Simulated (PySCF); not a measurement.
A search over the determinants of ZnCl

Unrestricted PBE0; basis Zn pcseg-1, Cl pcseg-1; no relativity; PySCF 2.14. Outer shells of the fragments: Zn 3d10 4s2; Cl 3s2 3p5.

Followed along the bond (rough minima from three points):

| 2Ms+1 | unpaired | ⟨S²⟩ at the start | R at minimum (Å) | Te (eV) |
| --- | --- | --- | --- | --- |
| 2 | σ ↑ | 0.75 | 2.18 | 0.00 |

Solutions found at the starting distance of 2.160 Å, counted from the lowest of them; the search is not exhaustive and high or unbound solutions are not listed, so other states can lie among these:

| 2Ms+1 | unpaired | term | E (eV) | ⟨S²⟩ | ⟨Lz²⟩ | μ (D) |
| --- | --- | --- | --- | --- | --- | --- |
| 2 | σ ↑ | ²Σ⁺ | 0.00 | 0.75 | 0.00 | -3.72 |
| 2 | π ↑ | ²Π | 3.96 | 0.75 | 1.01 | 3.18 |
| 2 | π ↑ | ²Π | 5.83 | 0.78 | 1.01 | -4.91 |
| 4 | σ ↑, π ↑↑ | mixed | 8.47 | 3.75 | 2.01 | 1.96 |
| 4 | σ ↑↑, π ↑ | ⁴Π | 9.27 | 3.76 | 1.02 | 0.94 |

A term symbol is given only where ⟨S²⟩ and ⟨Lz²⟩ are close to those of a pure state; real π, δ and φ orbitals otherwise mix terms. A positive dipole means Zn(−)Cl(+).

Counting both spins, an empty level lies below a filled one in some of these solutions, because spin and occupation are held.
